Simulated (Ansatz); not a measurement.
`C[SiH](F)[GeH3]` + CH₃OH → `CO[SiH](C)[GeH3]` + H–F  (ligand exchange at the Si–F bond)

Program: Ansatz. Geometries: PBE0-D4/def2-TZVP. ΔE: electronic, gas phase. CCSD(T)/CBS is the MP2 limit (def2-TZVPP, def2-QZVPP) plus CCSD(T) − MP2 in def2-TZVPP, frozen cores. This one scheme is used for every species. DFT in def2-TZVPP. B3LYP here is the variant with VWN-RPA as its local correlation; programs differ in this. For Ge outer-core shells are correlated without core-valence functions, which leaves a few kJ/mol of doubt a bond. Scalar relativity is left out up to krypton. Each species was taken in one conformer, which may not be the lowest.

```
             level  ΔE (kcal/mol)  difference from CCSD(T)/CBS
         revPBE-D4            8.2                         -0.4
           BLYP-D4            9.3                          0.7
            B97M-V           10.6                          2.0
          B3LYP-D4            9.4                          0.8
           ωB97M-V            9.8                          1.2
               PBE           10.8                          2.2
              BLYP           12.6                          4.0
           r2SCANh           10.4                          1.8
           r2SCAN0           10.2                          1.6
           LC-ωPBE           10.9                          2.3
       HF/def2-SVP           12.3                          3.7
  CCSD(T)/def2-SVP            9.3                          0.7
     HF/def2-QZVPP           12.9                          4.3
SCS-MP2/def2-QZVPP            9.1                          0.5
     MP2/CBS(def2)            7.8                         -0.8
    CCSD/CBS(def2)            9.3                          0.7
       CCSD(T)/CBS            8.6                            0
```

Largest T1 diagnostic among the species: 0.012.

The D4 term adds −2.6 kcal/mol with B3LYP and −1.5 kcal/mol with PBE0; it sums over pairs of atoms, weighted by their polarisabilities, and B3LYP, whose exchange is more repulsive, gets the larger term. In def2-TZVPP, CCSD(T) changes the Hartree–Fock value by −4.1 kcal/mol (the triples alone add −0.7 kcal/mol) and MP2 by −4.9 kcal/mol. From BLYP to BHLYP (50 % exact exchange), in def2-TZVPP and without D4, ΔE moves by −0.7 kcal/mol.
